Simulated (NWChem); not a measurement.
Species: VSCl$_{2}$F; SMILES [F][V](=[S])([Cl])[Cl]

Results from NWChem. Coordinates come from a PBE0/def2-SVP optimisation. Level M06-L/def2-SVP: energy and gradient on several grids; changes count from the extra-fine grid, which is no exact limit either.

| grid | size of the energy change (μHa) | largest change of a gradient component (μHa/bohr) |
|---|---|---|
| xcoarse | 10000 | 4000 |
| coarse | 500 | 600 |
| medium | < 10 | 400 |
| fine | 10 | 200 |
| xfine | < 10 | < 30 |
